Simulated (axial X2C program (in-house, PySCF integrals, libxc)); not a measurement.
## Worked dissociation energy of NaCd: PBEsol, with spin–orbit coupling

All values were computed with an in-house all-electron X2C program for linear molecules (integrals from PySCF). Two-component (2c) means X2C with spin–orbit coupling and atomic mean-field two-electron Coulomb and Gaunt terms. Basis: Cd dyall-cv3z [12s12p8d5f3g], Na dyall-cv3z [9s8p5d2f] (cores contracted in-house); Gaussian nuclei, density fitting, unrestricted open shells. Masses: Cd 113.903 u, Na 22.990 u.

Molecular state: Ω = 1/2 (⟨Sz⟩ = 0.50, ⟨Lz⟩ = 0.00 at PBEsol).

- E(Cd) (2M_J = 0): -5588.611462 hartree
- E(Na) (2M_J = 1): -161.978356 hartree
- E(NaCd) at Re: -5750.597032 hartree
- ωe: 85.8 cm⁻¹

Problem. Work out De and D0.

Solution. De = -5588.611462 + (-161.978356) − (-5750.597032) = 0.00721 hartree = 0.196 eV. The zero-point energy is ωe/2 = 43 cm⁻¹ = 0.005 eV, so D0 = 0.191 eV.

One determinant describes the state; a PBE0 search over occupations chose it and may have missed a lower one. De is counted from the lowest determinant-based energies of the atoms at the same level, without counterpoise correction. Density functionals use the spin component along the axis (collinear).

Each atomic determinant is the lowest at this level and need not be a pure J level. Totals compare only within one Hamiltonian and basis.
